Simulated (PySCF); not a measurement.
PySCF 2.14 output of a UHF calculation on a single atom or ion in x2c-SVPall, with the spin-free X2C one-electron Hamiltonian (Gaussian nucleus):

```
SCF conv_tol = 1e-09
number electrons alpha = 19  beta = 18
cycle= 1 E= -3176.84871219626  delta_E= -3.42e-10  |g|= 3.71e-06  |ddm|= 0.000175
converged SCF energy = -3176.84871219626  <S^2> = 0.75024212  2S+1 = 2.0002421
```

The run itself started from symmetry-adapted Hartree-Fock orbitals and held the occupation by maximum overlap, so the iterations belong to that start.

Q: Which element, charge and spin multiplicity is this?

A: Sr⁺ (strontium, charge +1), multiplicity 2; the state was [Kr] 5s1, 2S determinant.
